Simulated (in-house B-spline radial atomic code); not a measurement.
How numerical settings move a run on the vanadium ion V²⁺, [Ar] 3d3. Computed with a B-spline radial code for spherical atoms: non-relativistic AM05, spherical fractional occupations, point nucleus.

Command:
```bash
python run_scf.py task.json out
```
Settings of the sound reference run:
```
Z                23
electrons        21
configuration    [Ar] 3d3
hamiltonian      nr
method           am05
spin_polarised   False
knot_spacing     0.22
spline_order     8
gauss_points     12
box_radius       22.22
max_iterations   70
damping          0.5
damped_steps     3
diis_vectors     10
tolerance        1e-08
start            Thomas-Fermi
```

Run time, properties included: 0.28 s on 1 thread of Intel(R) Xeon(R) Platinum 8488C, with other jobs on the host.

It converges in 9 iterations to -941.020715 hartree, with 3d at -21.3982 eV. The other runs change the listed settings, some to values that make no sense; their results aren't properties of the atom or ion. Radii are in bohr (the nuclear one in fm), a minus after a letter asks for a j subshell, and «unchanged» means within 1e-8 hartree. The run stops when the residual is below 10 × tolerance × max(1, Z/10), or a noise floor if that is larger, and the energy moves by less than 1e-8 × √|E| hartree; so very loose and very tight tolerances often act alike.

```tsv
changed settings	outcome
knot_spacing = 0.15, box_radius = 4.44, max_iterations = 75, damping = 0	converged in 11 iterations, energy +1.01e-02 hartree from the reference, 3d level +4.6e-01 eV (the program warns: 3d reaches the box edge; 3s reaches the box edge)
spline_order = 3, max_iterations = 60, damping = 0.95	converged in 11 iterations, energy +2.00e-02 hartree from the reference, 3d level -5.3e-03 eV
spline_order = 7	converged in 9 iterations, energy +7.20e-07 hartree from the reference, 3d level -3.3e-06 eV
knot_spacing = 1, max_iterations = 100, diis_vectors = 20, tolerance = 0.01	converged in 9 iterations, energy +2.56e+00 hartree from the reference, 3d level -7.2e-01 eV (the program warns: 3s reaches the box edge; 3p reaches the box edge)
electrons = 22, configuration = [Ar] 3d3 4s-1, max_iterations = 75	stopped with error: j subshells need the Dirac Hamiltonian and l > 0
tolerance = 1e-06	converged in 9 iterations, energy unchanged
spline_order = 4	converged in 9 iterations, energy +3.03e-04 hartree from the reference, 3d level -1.2e-04 eV
hamiltonian = dirac, method = hf, spin_polarised = True, nucleus = fermi, rms_radius = 3.6002, mass_number = 51, atomic_mass = 50.94396, speed_of_light = 137.036	stopped with error: spin polarisation is not served with the Dirac Hamiltonian
spline_order = 5	converged in 9 iterations, energy +7.92e-06 hartree from the reference, 3d level -4.5e-06 eV
electrons = 29, configuration = [Ar] 3d11, max_iterations = 50	stopped with error: shell 3d holds at most 10 electrons
spline_order = 3	converged in 9 iterations, energy +2.00e-02 hartree from the reference, 3d level -5.3e-03 eV
```

Q: What happens with max_iterations = 50, damping = 0.95, tolerance = 0.0001?

A: Converged in 10 iterations, energy unchanged, 3d level +4.0e-04 eV.

Q: What happens with spline_order = 6?

A: Converged in 9 iterations, energy +1.38e-06 hartree from the reference, 3d level -8.1e-07 eV.

Q: What happens with spline_order = 10?

A: Converged in 9 iterations, energy +4.67e-07 hartree from the reference, 3d level -2.7e-06 eV.

Q: What happens with start = bare nucleus?

A: Converged in 10 iterations, energy unchanged, 3d level +5.4e-06 eV.
